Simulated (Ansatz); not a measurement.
Ideal-gas functions of C$_{2}$H$_{3}$FSSi, SMILES `FC1=C(S)[SiH2]1` at 500 K and 1 bar, from an Ansatz frequency run at PBE0-D4/def2-TZVP.

Molar mass 106.2 g/mol, point group Cs (symmetry number 1), electronic degeneracy 1, moments of inertia 120.478, 216.072, 330.547 u Å². Harmonic wavenumbers (cm⁻¹, unscaled): 157, 207, 299, 318, 468, 558, 575, 656, 691, 722, 863, 991, 1030, 1218, 1720, 2227, 2233, 2679.

Use S(trans) = R[1.5 ln M + 2.5 ln T − 1.1517]; rotational temperatures θ = 24.2544 K / I; S(rot) = R[ln(√π/σ · √(T³/θAθBθC)) + 1.5]; for each mode x = 1.438777 ν̃/T, S = R[x/(eˣ − 1) − ln(1 − e⁻ˣ)] and H = RT x/(eˣ − 1); 1 cm⁻¹ = 0.0119627 kJ/mol; R = 8.31446 J/(mol·K).

Task: By hand: the entropy, in J/(mol·K).

Result: Translation 177.8. Rotation: θ = 0.2013, 0.1123, 0.0734 K, giving 121.3. Vibration, mode by mode: 14.99, 12.74, 9.82, 9.34, 6.44, 5.22, 5.02, 4.17, 3.85, 3.59, 2.60, 1.95, 1.78, 1.16, 0.35, 0.10, 0.10, 0.03, in all 83.2. Electronic 0.0. Sum 382.3 J/(mol·K).

Task: By hand: H − E and G − E in kJ/mol, counted from the electronic energy.

Result: Zero-point energy ½ × 17612 × 0.0119627 = 105.3; thermal vibration 23.7; translation, rotation and pV give 4 RT = 16.6. H − E = 145.6 kJ/mol, and G − E = 145.6 − 500 × 382.3/1000 = -45.6 kJ/mol.

Vibration gives 22 % of the entropy. The sum counts one conformer and one mirror image; others add a mixing term.
